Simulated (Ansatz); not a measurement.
`[NH2][GeH2][CH2]Cl` at its PBE0-D4/def2-TZVP geometry, where that method's forces vanish. The species carries charge 0 and has multiplicity 1.

```xyz
10

N    -1.5763    0.8945    0.0704
Ge   -0.3449   -0.3070    0.7056
C     1.3065   -0.3612   -0.3777
Cl    0.8884   -0.6764   -2.0834
H    -1.8269    0.7379   -0.8969
H    -1.3037    1.8618    0.1774
H    -0.9812   -1.7031    0.6594
H     0.0194    0.1185    2.1397
H     1.8391    0.5888   -0.3427
H     1.9796   -1.1539   -0.0517
```

(1) What forces (eV/Å) does ωB97M-V/def2-TZVPP give on these atoms in Ansatz 0.2.0? (Best estimate.)

## Answers

(1) The calculation gave: 
```
N1   0.015  0.033 -0.050
Ge2  0.056 -0.117  0.106
C3   0.089  0.055  0.205
Cl4 -0.058 -0.030 -0.150
H5  -0.004  0.024  0.028
H6  -0.022 -0.024 -0.016
H7   0.049  0.100 -0.003
H8  -0.024 -0.033 -0.109
H9  -0.041 -0.092  0.008
H10 -0.059  0.083 -0.019
```
